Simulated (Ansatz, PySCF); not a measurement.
Gas-phase reaction (SMILES): COB(Br)OC + Cl (HCl) → COB(Cl)OC [chloro(dimethoxy)borane] + Br (HBr); hydrogen chloride cleaves one B-Br bond, a model of a ligand-exchange step.

Geometries: B3LYP-D3(BJ)/def2-TZVP minima from Ansatz (a program for electronic structure), one conformer each, not searched for the lowest. Correlated levels leave the core frozen unless marked. Spin-orbit coupling is left out. Frozen are the shells of the preceding noble gas and the d and f shells that filled before the atom's block. No relativistic terms. CBS marks a two-point X^-3 extrapolation of the correlation energy; Hartree-Fock from the larger set. Thermal terms are rigid-rotor harmonic-oscillator values from B3LYP-D3(BJ) frequencies (Ansatz or PySCF) at 298.15 K and 1 atm. 1 Eh = 627.5095 kcal/mol.

```csv
species,"E, CCSD(T)/CBS(cc-pV(T+d)Z,cc-pV(Q+d)Z) (Ansatz) (Eh)","E, wB97X-V/def2-TZVPD (Ansatz) (Eh)",H - E (Eh)
COB(Br)OC,-2827.64728,-2829.18991,0.09955
Cl (HCl),-460.37849,-460.74931,0.01000
COB(Cl)OC,-714.74588,-715.42098,0.09987
Br (HBr),-2573.28320,-2574.52162,0.00927
```

### Question
Work out ΔE and ΔH at 298.15 K at the first level, then ΔH at the second.

### Answer

1. ΔE = [(-714.74588) + (-2573.28320)] - [(-2827.64728) + (-460.37849)] = -0.00331 Eh = -2.1 kcal/mol at CCSD(T)/CBS(cc-pV(T+d)Z,cc-pV(Q+d)Z).
2. The terms H - E add up to -0.00041 Eh, so ΔH = (-0.00331 + (-0.00041))×627.5095 = -2.3 kcal/mol.
3. At wB97X-V/def2-TZVPD the same steps give ΔE = -2.1 and ΔH = -2.4 kcal/mol, a shift of -0.1 from the first level.
4. These values are not checked against measurement here, since the tables used lack a sound gas-phase enthalpy of formation for at least one species.
